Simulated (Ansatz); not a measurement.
Ge3Se4, 7 atoms. Hardware: 4 threads of Intel Xeon Platinum 8175M on a shared host.

Correlated methods freeze 63 core orbitals; core or outer-core shells of Ge, Se are correlated, in sets that lack core-valence functions.

(1) How many basis functions does each of these Ansatz runs have, and roughly what does it cost? LC-ωPBE/def2-TZVP, charge 0 singlet, energy, from earlier orbitals; PBE-D4/def2-TZVP, charge 0 singlet, energy and forces, from earlier orbitals; PBE0-D4/def2-TZVP, charge 0 singlet, energy, from earlier orbitals; PBE-D4/def2-SVP, charge 0 singlet, energy, from earlier orbitals; r2SCAN-D4/def2-TZVP, charge 0 singlet, energy, from earlier orbitals; PBE0-D4/def2-SVP, charge 0 singlet, energy, from earlier orbitals; MP2/def2-SVP, charge 0 singlet, energy, from earlier orbitals; PBE-D4/def2-SVP, charge 0 singlet, relaxation, 8 steps; RPA@PBE/def2-SVP, charge 0 singlet, energy, from earlier orbitals.

Answers

(1) Other jobs shared the machine, so times can vary by a factor of up to 3. A dash marks memory too small to be measured apart from the calling script's.

```csv
run,functions,fitting or Cholesky vectors,wall time,peak host memory (GiB)
"PBE-D4/def2-SVP, charge 0 singlet, energy, from earlier orbitals",224,2437,6 s,–
"PBE-D4/def2-TZVP, charge 0 singlet, energy and forces, from earlier orbitals",336,2622,9.5 s,1
"r2SCAN-D4/def2-TZVP, charge 0 singlet, energy, from earlier orbitals",336,2622,16 s,1
"PBE0-D4/def2-SVP, charge 0 singlet, energy, from earlier orbitals",224,2176,18 s,1.1
"RPA@PBE/def2-SVP, charge 0 singlet, energy, from earlier orbitals",224,2176,18 s,0.77
"LC-ωPBE/def2-TZVP, charge 0 singlet, energy, from earlier orbitals",336,2622,22 s,1.6
"MP2/def2-SVP, charge 0 singlet, energy, from earlier orbitals",224,2176,23 s,1.1
"PBE0-D4/def2-TZVP, charge 0 singlet, energy, from earlier orbitals",336,2305,30 s,1.8
"PBE-D4/def2-SVP, charge 0 singlet, relaxation, 8 steps",224,2437,30 s,0.55
```
